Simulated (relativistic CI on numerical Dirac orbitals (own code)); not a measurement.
Hyperfine structure of I¹⁶⁺, mass number 129

Calculated at this level of theory: Dirac-Coulomb-Breit CI, KLI orbitals optimised for each configuration, model QED, unscaled Slater integrals (own radial code, finite nucleus).

Configuration list (outside the closed core [Ar] 3d10): 4s2 4p6 4d, 4s2 4p5 4d2, 4s2 4p6 4f, 4s 4p6 4d2, 4s2 4p5 4d 4f, 4s2 4p6 5s, 4s2 4p6 5p, 4s 4p6 4d 4f, 4s2 4p6 5d, 4s2 4p5 4d 5s, 4s2 4p6 5f, 4p6 4d3, 4p5 4d4, 4p5 4d3 4f. Double excitations out of closed p, d and f shells are left out; levels of such configurations are missing from the list, as are those of other unlisted configurations, and high levels can miss mixing partners. These lack a partner that the ground configuration has and come out too high: 4s2 4p5 4d 5s.

Nuclear spin I = 7/2, μ = 2.6165 μN, Q = -0.483 b (tables of Stone and Pyykkö). The electronic factors are computed for point nuclear moments, without core polarisation or the Bohr-Weisskopf and QED corrections.

```csv
Level,E (cm⁻¹),A (MHz),B (MHz)
4s2 4p6 4d 2D_3/2,0,3861,-1600
4s2 4p6 4d 2D_5/2,19944,1630,-2110
4s2 4p5 4d2 4D°_1/2,610889,1390,
4s2 4p5 4d2 4D°_3/2,614808,3735,-2720
4s2 4p5 4d2 4D°_5/2,624223,3191,-1340
4s2 4p5 4d2 4G°_9/2,644965,4465,10100
4s2 4p5 4d2 4G°_11/2,650172,3833,9870
4s2 4p5 4d2 4P°_5/2,654481,3387,-3030
```

Levels with J = 0, under 50 % of one LS term, or S terms without an open s electron are left out. Small factors come from cancelling terms and can be off by tens of per cent or more.

At this charge energies of transitions that change n are usually good to better than 1 %, and those within a shell (Δn = 0) to a few per cent.

Task: Give the hyperfine levels of 4s2 4p6 4d 2D_3/2 relative to its centre of gravity.

Result: With K = F(F + 1) − I(I + 1) − J(J + 1), E = AK/2 + B[¾K(K + 1) − I(I + 1)J(J + 1)]/[2I(2I − 1)J(2J − 1)]: F = 2: -26920, F = 3: -14190, F = 4: 1708, F = 5: 19870 MHz.

LS names give the leading component of a level, which can be under half, so a name can repeat, a term be missing and a line seem to break the LS rules.
